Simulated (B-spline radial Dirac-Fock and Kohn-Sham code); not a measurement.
# Auger parameter of samarium: the L3 level and its strongest L3-MM line

Model: Dirac-Fock ΔSCF + Breit + QED. Program: a B-spline atomic structure program. The modified Auger parameter α′ is the binding energy plus the kinetic energy of the Auger electron; it does not depend on the energy zero. For free ions it tends to fall with charge, since less charge screens the final holes.

| species | configuration | binding 2p3/2 (eV) | Auger line | kinetic (eV) | α′ (eV) |
| --- | --- | --- | --- | --- | --- |
| Sm | [Xe] 4f6 6s2 | 6720.1 | M3M3 J=2 | 3824.7 | 10544.8 |
| Sm⁺ | [Xe] 4f6 6s1 | 6726.8 | M3M3 J=2 | 3816.7 | 10543.5 |
| Sm⁺ (Watson 2 Å) | [Xe] 4f6 6s1 | 6720.2 | M3M3 J=2 | 3823.6 | 10543.9 |
| Sm²⁺ | [Xe] 4f6 | 6734.6 | M3M3 J=2 | 3807.9 | 10542.5 |
| Sm²⁺ (Watson 3 Å) | [Xe] 4f6 | 6725.0 | M3M3 J=2 | 3817.5 | 10542.5 |
| Sm³⁺ | [Xe] 4f5 | 6755.1 | M3M3 J=2 | 3781.8 | 10536.8 |
| Sm³⁺ | [Xe] 4f3 6s2 | 6782.9 | M3M3 J=2 | 3744.5 | 10527.4 |
| Sm³⁺ (Watson 1.6 Å) | [Xe] 4f5 | 6728.2 | M3M3 J=2 | 3808.7 | 10536.9 |
| Sm⁴⁺ | [Xe] 4f4 | 6778.2 | M3M3 J=2 | 3753.1 | 10531.4 |
| Sm⁵⁺ | [Xe] 4f3 | 6803.8 | M3M3 J=2 | 3722.2 | 10526.0 |
| Sm⁶⁺ | [Kr] 4d10 4f4 5s2 5p4 | 6814.1 | M3M3 J=2 | 3716.6 | 10530.7 |
| Sm⁷⁺ | [Kr] 4d10 4f4 5s2 5p3 | 6833.3 | M3M3 J=2 | 3697.7 | 10531.0 |

Values without a named source are computed, but for edge energies of neutral atoms, which are taken from tables.
